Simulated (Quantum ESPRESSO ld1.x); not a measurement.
The numbers below are computed, except where a source is named.
Problem. Pm XVII, 45 electrons, occupied as [Kr] 4d9. Code: ld1.x of Quantum ESPRESSO 7.5. Model: Dirac Kohn-Sham, PBE, spin-unpolarised, spherical densities, point nucleus; open shells are shared between the two j in proportion to 2j + 1. Some entries of the table are withheld. Estimate them.

orbital,occ.,eigenvalue (eV),<r^2> (bohr^2)
1s1/2,2,-45338.0,0.0007315
2s1/2,2,(1),0.01150
2p1/2,2,-7278.25,0.008391
2p3/2,4,-6718.03,0.009638
3s1/2,2,-1950.03,0.07722
3p1/2,2,(2),0.07230
3p3/2,4,(3),0.07950
3d3/2,4,-1382.66,0.06415
3d5/2,6,-1358.18,0.06617
4s1/2,2,-652.249,0.3726
4p1/2,2,(4),(5)
4p3/2,4,(6),(7)
4d3/2,3.6,-453.284,0.4545
4d5/2,5.4,-448.083,0.4649

Solution. 
(1) 2s1/2 eigenvalue (eV): -7666.46
(2) 3p1/2 eigenvalue (eV): -1783.92
(3) 3p3/2 eigenvalue (eV): -1670.91
(4) 4p1/2 eigenvalue (eV): -587.682
(5) 4p1/2 <r^2> (bohr^2): 0.3879
(6) 4p3/2 eigenvalue (eV): -560.663
(7) 4p3/2 <r^2> (bohr^2): 0.4197
